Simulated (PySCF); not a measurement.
**Excitation energy of Sr by level of theory**

Sr [Kr] 5s2 (1S) → Sr [Kr] 5p2 (3P), as a difference of total energies. Computed with PySCF 2.14 in x2c-QZVPPall (13s8p7d3f2g, 111 functions), with the spin-free X2C one-electron Hamiltonian (Gaussian nucleus). Correlated levels: valence: [Kr] frozen. The calculations carry no spin-orbit coupling.

| method | excitation energy (eV) | error (eV) |
| --- | --- | --- |
| UHF | 3.878 | -0.527 |
| MP2 (valence) | 4.273 | -0.132 |
| SCS-MP2 (valence) | 4.458 | +0.053 |
| CCSD (valence) | 4.143 | -0.262 |

Reference: 4.405 eV (measured; NIST levels, between the centres of gravity of the two terms).

Errors of the correlated levels include the incompleteness of this basis and the frozen core.

The basis was made for the ground configuration and has no added diffuse functions, so the excitation energy can come out too high.

With two correlated electrons CCSD is exact in that space.

The coupled-cluster amplitudes are large for the upper state (T1 above 0.03 or a double amplitude above 0.15), so a single reference is strained.
